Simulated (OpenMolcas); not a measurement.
## neutral aluminium: effect of the IPEA shift

```yaml
Program: OpenMolcas
Basis: ANO-R3 [6s5p4d2f1g]
Scalar_Hamiltonian: X2C, finite nucleus
Active_space: 1 electron in 9 orbitals (RAS2 3p; RAS3 3d 4s, at most 1 electron)
State_averaging: 2S+1 = 2 odd, 3 roots; 2S+1 = 2 even, 1 root
Spin-orbit_coupling: state interaction with AMFI integrals over the reference wave functions, term energies averaged over their components
```

Methods on the same reference wave functions:
A. RASSCF
B. SS-RASPT2, IPEA 0 Eh, imaginary shift 0.1 Eh (closed shells correlated: 2s 2p 3s)
C. SS-RASPT2, IPEA 0.25 Eh, imaginary shift 0.1 Eh (closed shells correlated: 2s 2p 3s)

Energies in cm-1 above 3s2 3p 2P* 1/2, the measured ground level; measured values from NIST Handbook of Basic Atomic Spectroscopic Data.

```json
{"Level": "3s2 3p 2P* 1/2", "A": "0.0", "B": "0.0", "C": "0.0", "Measured": "0.0"}
{"Level": "3s2 3p 2P* 3/2", "A": "93.1", "B": "93.1", "C": "93.1", "Measured": "112"}
{"Level": "3s2 4s 2S 1/2", "A": "24064", "B": "25886", "C": "25143", "Measured": "25348"}
```

Deviations, from unrounded energies. A percentage is the sum of absolute deviations over the sum of measured energies, with the sign that they share, or ± where signs differ.

| Against measurement | Levels | A | B | C |
| --- | --- | --- | --- | --- |
| mean absolute deviation (cm-1) | 2 | 650 | 280 | 110 |
| fine structure of the ground term (%) | 1 | -16.9 | -16.9 | -16.9 |
| other configurations (%) | 1 | -5.1 | +2.1 | -0.8 |

C lies closest to measurement on these levels and A furthest from it. The largest miss of C in the table is 3s2 4s 2S 1/2, by -210 cm-1. The ranking rests on the paired levels alone, and a cruder setting can come out closer through cancelling errors.

Between B and C the level of the table that moves most is 3s2 4s 2S 1/2, by 740 cm-1 (lowest in C, highest in B).

The lowest spin-free term lies below A's lowest term by 0.316 hartree in B, 0.311 hartree in C.

ANO sets are built for valence states and can reach diffuse excited orbitals poorly, and with the s shell closed the s pⁿ⁺¹ terms that mix with these levels are absent. No level of 3s2 3d was computed, though it lies in the active space. With one active electron the reference holds no correlation, so core polarisation is missing (holds for A). With one active electron, CASPT2 adds the correlation within the correlated inactive shells and between them and that electron, and leaves the splitting within a term as the reference gives it (holds for B; C). Measured partners are found by configuration, term and J. A level has none where our copy of the source lacks it or the pairing is in doubt (some pairs that miss far off the trend of their configuration count as doubtful), and it then counts in no deviation. Only configurations of the active space appear.

* marks odd parity.
